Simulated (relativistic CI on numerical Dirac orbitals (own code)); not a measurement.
# Au⁴⁺: computed level list

Computed by Dirac-Coulomb-Breit CI, orbitals from a KLI potential per configuration, a model potential for QED, valence Slater integrals scaled by 0.85, P86 correlation energy added to each configuration (own radial code, finite nucleus).

CI space (outside the closed core [Kr] 4d10 4f14): 5s²5p⁶5d⁷, 5s²5p⁶5d⁶6s, 5s²5p⁶5d⁶5f, 5s²5p⁶5d⁶6p, 5s²5p⁶5d⁶5g, 5s²5p⁶5d⁶7s, 5s²5p⁶5d⁶6d, 5s²5p⁶5d⁵6s6p, 5s²5p⁵5d⁸, 5s²5p⁶5d⁶7p, 5s²5p⁶5d⁶7d, 5s²5p⁶5d⁶8s, 5s²5p⁶5d⁶6f, 5s²5p⁶5d⁶8p, 5s²5p⁶5d⁶8d, 5s²5p⁶5d⁵5f6s, 5s²5p⁶5d⁵6p6d, 5s5p⁶5d⁸, 5s²5p⁶5d⁵6s², 5s²5p⁶5d⁴5f6s², 5s²5p⁶5d⁴6s²6p, 5s²5p⁶5d⁴5g6s², 5s²5p⁶5d⁴6s²7s, 5s²5p⁶5d⁴6s²6d. Double excitations out of closed p, d and f shells are left out; levels of such configurations are missing from the list, as are those of other unlisted configurations, and high levels can miss mixing partners.

The lowest level is 5s²5p⁶5d⁷ ⁴F9/2, with 82 % of that term; Hund's rules for 5s²5p⁶5d⁷ give ⁴F with J = 9/2, in agreement.

```
No.  Configuration  Term     J  E (cm⁻¹)    %  Lifetime (s)
  1      5s²5p⁶5d⁷    ⁴F   9/2       0.0   82              
  2      5s²5p⁶5d⁷    ²P   3/2   10618.5   40              
  3      5s²5p⁶5d⁷    ⁴F   7/2   11206.5   95      2.38e-02
  4      5s²5p⁶5d⁷    ⁴F   5/2   12091.5   52      2.14e+01
  5      5s²5p⁶5d⁷    ⁴F   3/2   18341.8   50      5.69e-02
  6      5s²5p⁶5d⁷    ⁴P   5/2   19678.1   73      5.51e-02
  7      5s²5p⁶5d⁷    ²G   9/2   20703.9   56      1.90e-02
  8      5s²5p⁶5d⁷    ⁴P   1/2   23236.1   64      3.06e-02
  9      5s²5p⁶5d⁷    ²H  11/2   27515.5  100      2.33e-01
 10      5s²5p⁶5d⁷    ²G   7/2   28350.7   81      4.11e-02
 11      5s²5p⁶5d⁷    ⁴P   3/2   32737.9   40      9.65e-03
 12      5s²5p⁶5d⁷    ²D   5/2   33183.1   68      6.36e-03
 13      5s²5p⁶5d⁷    ²F   5/2   37545.5   86      3.28e-02
 14      5s²5p⁶5d⁷    ²P   1/2   38062.7   65      1.30e-02
 15      5s²5p⁶5d⁷    ²H   9/2   39363.0   71      1.42e-02
 16      5s²5p⁶5d⁷    ²F   7/2   45436.6   83      1.30e-02
 17      5s²5p⁶5d⁷    ²D   3/2   45716.2   59      1.12e-02
 18      5s²5p⁶5d⁷    ²D   3/2   61816.6   89      3.36e-03
 19      5s²5p⁶5d⁷    ²D   5/2   65297.7   86      4.10e-03
 20      5d⁶(5D)6s    ⁶D   9/2   84177.2   82      7.85e-03
 21      5d⁶(5D)6s    ⁶D   7/2   91074.2   84      4.10e-03
 22      5d⁶(5D)6s    ⁶D   5/2   92109.5   67      2.61e-03
 23      5d⁶(5D)6s    ⁶D   3/2   95088.9   74      3.67e-03
 24      5d⁶(5D)6s    ⁶D   1/2   96768.0   79      5.50e-03
 25      5d⁶(5D)6s    ⁴D   7/2  101643.6   44      2.38e-04
 26      5d⁶(3G)6s    ⁴G   9/2  105979.8   28      5.44e-04
 27      5d⁶(5D)6s    ⁴D   5/2  106656.4   39      2.48e-04
 28      5d⁶(5D)6s    ⁴D   3/2  108474.4   38      2.37e-04
 29      5d⁶(5D)6s    ⁴D   7/2  109855.8   36      2.99e-04
 30      5d⁶(3H)6s    ⁴H  11/2  109888.5   53      5.87e-04
 31      5d⁶(3H)6s    ⁴H  13/2  110508.7   86      5.11e-04
 32      5d⁶(5D)6s    ⁴D   1/2  112866.7   65      1.96e-04
 33      5d⁶(3F)6s    ⁴F   5/2  114506.6   39      4.45e-04
 34      5d⁶(3H)6s    ⁴H   9/2  115832.4   41      3.90e-04
 35      5d⁶(3F)6s    ⁴F   7/2  117141.9   40      4.32e-04
 36      5d⁶(3F)6s    ⁴F   3/2  117431.9   69      4.15e-04
 37      5d⁶(3H)6s    ²H  11/2  117522.6   34      3.60e-04
 38      5d⁶(5D)6s    ⁴D   5/2  117808.4   51      2.64e-04
 39      5d⁶(3D)6s    ⁴D   3/2  119651.2   55      2.66e-04
 40      5d⁶(3F)6s    ²F   5/2  120901.7   23      3.11e-04
 41      5d⁶(3D)6s    ⁴D   1/2  122857.7   42      4.30e-04
 42      5d⁶(3G)6s    ⁴G   9/2  122997.7   47      4.03e-04
 43      5d⁶(3D)6s    ⁴D   7/2  124777.6   37      3.80e-04
 44      5d⁶(3D)6s    ⁴D   5/2  125005.2   52      3.81e-04
 45      5d⁶(3F)6s    ⁴F   7/2  125803.7   39      4.69e-04
 46      5d⁶(3D)6s    ⁴D   1/2  125970.9   60      2.20e-04
 47      5d⁶(3F)6s    ⁴F   9/2  126339.4   37      2.48e-04
 48      5d⁶(3H)6s    ⁴H  11/2  126688.0   28      3.20e-04
 49      5d⁶(3D)6s    ⁴D   3/2  126828.8   51      3.14e-04
 50      5d⁶(3D)6s    ⁴D   7/2  128755.8   34      2.64e-04
 51      5d⁶(3D)6s    ²D   3/2  130893.8   41      1.98e-04
 52      5d⁶(3P)6s    ⁴P   1/2  131758.4   82      3.32e-04
 53      5d⁶(1I)6s    ²I  13/2  131849.5   86      3.16e-04
 54      5d⁶(3F)6s    ²F   5/2  132544.3   42      2.19e-04
 55      5d⁶(3G)6s    ²G   9/2  133546.2   67      2.03e-04
 56      5d⁶(1F)6s    ²F   7/2  134285.6   58      2.17e-04
 57      5d⁶(1I)6s    ²I  11/2  134753.0   59      2.87e-04
 58      5d⁶(3D)6s    ²D   5/2  135703.0   65      1.44e-04
 59      5d⁶(1F)6s    ²F   5/2  136052.8   55      2.86e-04
 60      5d⁶(3G)6s    ²G   7/2  136372.7   59      1.90e-04
 61      5d⁶(3D)6s    ²D   3/2  139007.0   32      1.76e-04
 62      5d⁶(1G)6s    ²G   9/2  140086.8   55      2.44e-04
 63      5d⁶(3P)6s    ²P   1/2  141634.8   55      1.74e-04
 64      5d⁶(1G)6s    ²G   7/2  142289.2   55      2.05e-04
 65      5d⁶(1D)6s    ²D   5/2  142343.9   37      2.01e-04
 66      5d⁶(3P)6s    ⁴P   3/2  142480.3   36      2.16e-04
 67      5d⁶(3P)6s    ⁴P   3/2  143952.2   40      2.19e-04
 68      5d⁶(3F)6s    ⁴F   9/2  147373.0   71      2.08e-04
 69      5d⁶(3F)6s    ⁴F   3/2  147714.3   77      2.34e-04
 70      5d⁶(3P)6s    ²P   1/2  149473.2   67      1.28e-04
```

Energies count from the lowest computed level; lifetimes are radiative, by E1, M1, E2 decay to levels of this space only; some are left blank where a channel outside the calculation adds to the decay or the decay crosses a small, uncertain gap. Percentages are summed over parent terms; the parents shown are those of the largest component, closed shells are left out there.

The mean weight of the leading LS term, summed over parents, in these 70 levels is 58 %, and that of the leading jj configuration (from the same eigenvectors) 68 %, so jj coupling describes them better and the LS labels are nominal.

At this charge configurations can still be misplaced by up to about 7 % of their energy. Levels and lines within the n = 5 or 6 shells can be off by up to 10 % or somewhat more, and those that change n by about 2 %, since core polarisation is missing.

LS names give the leading component of a level, which can be under half, so a name can repeat, a term be missing and a line seem to break the LS rules.
